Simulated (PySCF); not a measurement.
Compound: C₃H₆Ge.
Bonds: C1–C2, C2–C3 (triple), C3–Ge4. Hydrogens: H5, H6, H7 on C1; H8, H9, H10 on Ge4.

A calculation gives these core lines: C 1s: 289.62 (area 1), 290.25 (area 1), 291.64 (area 1) eV.

Computed with delta-SCF UKS SCAN, pcX-2 on the ionised atom, pcseg-1 elsewhere, spin-free X2C in PySCF 2.14.0. Geometry: PBE0-D3(BJ)/def2-SVP; no solvent, vibrations or thermal averaging.

Order the carbon atoms by C 1s binding energy.

289.62 eV: C3 (alkyne carbon); 290.25 eV: C2 (alkyne carbon); 291.64 eV: C1 (propargylic carbon). The listed C 1s values span 2.02 eV, from C3 (bonded to C (triple bond) and Ge) to C1 (bonded to C and 3 H). The widest gap between neighbouring values is 1.39 eV, between 290.25 and 291.64 eV. Summing the Pauling electronegativity differences to the bonded atoms, each weighted by its formal bond order, gives -0.54 for the lowest site and -1.05 for the highest; the largest sum, 0.00, belongs to C2, 1.39 eV below the top. The smallest sum, -1.05, belongs to C1, 2.02 eV above the lowest.

Bonded neighbours of each site: C1: C and 3 H; C2: C (triple bond) and C; C3: C (triple bond) and Ge.

Express the binding energy of C 1s of C2 in atomic units and per mole.

290.25 eV = 10.6665 Eh = 28005 kJ/mol.

The unrestricted hole states depart most from a pure doublet (⟨S²⟩ = 0.75; over 0.85 named) for C 1s of C2 (0.86), which makes this value less certain. No level of germanium is listed.

On an Arm Neoverse V1 with one thread, no GPU, on a shared host, this took 20 s wall.
